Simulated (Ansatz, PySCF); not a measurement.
Molecule: SnI, net charge 0, doublet state. SMILES: [Sn][I]
Structure (B3LYP-D3(BJ)/def2-TZVP (Ansatz, a first-principles code) minimum search):
```
Sn
I 1 2.7470
```
Charge 0, spin multiplicity 2.

Quantity: vertical ionisation energy (to the singlet state of charge +1; each state is the SCF solution reached for its spin; for the singlet T1 is 0.026), in eV. Valence correlation only, unless marked. Open shells are spin-unrestricted. No spin-orbit coupling. Frozen are the shells of the preceding noble gas and the d and f shells that filled before the atom's block. In def2 rows, elements after Kr have scalar-relativistic effective core potentials. CBS(X,Y): correlation extrapolated as X^-3; Hartree-Fock from the larger set.

| level | program | vertical ionisation energy (eV) | minus last row |
|---|---|---|---|
| SVWN5/def2-TZVPD | Ansatz | 6.92 | -0.02 |
| PBE/def2-TZVPD | Ansatz | 6.78 | -0.16 |
| r2SCAN/def2-TZVPD | Ansatz | 7.00 | 0.06 |
| B3LYP/def2-TZVPD | Ansatz | 6.92 | -0.02 |
| PBE0/def2-TZVPD | Ansatz | 6.97 | 0.03 |
| BHLYP/def2-TZVPD | Ansatz | 6.98 | 0.04 |
| CAM-B3LYP/def2-TZVPD | Ansatz | 7.07 | 0.13 |
| wB97M-V/def2-TZVPD | Ansatz | 7.03 | 0.09 |
| wB97X-V/def2-TZVPD | Ansatz | 7.00 | 0.06 |
| CCSD/def2-SVPD | Ansatz | 6.78 | -0.16 |
| CCSD/def2-TZVPPD | Ansatz | 6.86 | -0.08 |
| CCSD/def2-QZVPPD | Ansatz | 6.92 | -0.02 |
| CCSD/CBS(def2-TZVPPD,def2-QZVPPD) | Ansatz | 6.97 | 0.03 |
| CCSD(T)/def2-SVPD | Ansatz | 6.72 | -0.22 |
| CCSD(T)/def2-TZVPPD | Ansatz | 6.82 | -0.12 |
| CCSD(T)/def2-QZVPPD | Ansatz | 6.89 | -0.05 |
| CCSD(T)/CBS(def2-TZVPPD,def2-QZVPPD) | Ansatz | 6.94 | 0.00 |

For comparison, minus the highest occupied orbital energy (PySCF): 6.01 eV at M06-2X/def2-TZVPD, 4.16 eV at BP86/def2-TZVPD, 4.15 eV at TPSS/def2-TZVPD.
